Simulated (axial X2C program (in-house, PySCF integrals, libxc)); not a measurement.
**Low determinants of Sb₂⁺ at the PBE0 level, scalar-relativistic**

Calculated with an in-house all-electron X2C program for linear molecules (integrals from PySCF). Spin-free means the one-electron spin-free X2C Hamiltonian. Basis: Sb dyall-cv3z [11s12p8d4f1g] (cores contracted in-house); Gaussian nuclei, density fitting, unrestricted open shells. Masses: Sb 120.904 u.

Search at 2.584 Å (vertical energies from the lowest determinant):

```csv
ΔE (eV),state,electrons beyond evenly filled partner blocks,"electrons in σ, π, δ, φ"
0.00,"M_S = 1/2, Λ = 1","π+α, π+β, π-α",42 43 16 0
0.67,"M_S = 1/2, Λ = 0",σα,41 44 16 0
1.08,"M_S = 3/2, Λ = 1","2 × π+α, π-α",42 43 16 0
1.96,"M_S = 3/2, Λ = 2","σα, 2 × π+α, π+β, π-α",41 44 16 0
1.96,"M_S = 3/2, Λ = 0","σα, π+α, π+β, 2 × π-α",41 44 16 0
2.03,"M_S = 1/2, Λ = 3","2 × π+α, π+β",42 43 16 0
2.03,"M_S = 1/2, Λ = 1","2 × π+α, π-β",42 43 16 0
```

Lowest determinant, M_S = 1/2, Λ = 1 (beyond evenly filled blocks: π+α, π+β, π-α): Re = 2.568 Å, ωe = 263.0 cm⁻¹.

The determinant in row 2 of the search, M_S = 1/2, Λ = 0 (beyond evenly filled blocks: σα), was followed along the bond at PBE0; measured from the minimum of the lowest determinant it gives:

Te = 0.575 eV (4636 cm⁻¹), Re = 2.466 Å, ωe = 278.6 cm⁻¹.

(1) Compare the bond of the determinant in row 2 with that of the lowest one.

The search compares states at one distance, so a state with another bond length can lie lower; it is not exhaustive and yields mostly the lowest determinant of each block pattern, so other components and higher states of one pattern are missing. These are energies of single determinants, not of spin-adapted states; PBE0 term energies can be off by some tenths of an eV, and the functional has no current term.

## Answers

(1) At PBE0 its Re is 0.102 Å shorter and its force constant, which goes as ωe², is 1.12 times that of the lowest determinant. T0 ≈ Te + Δωe/2 = 4636 + (8) = 4644 cm⁻¹.
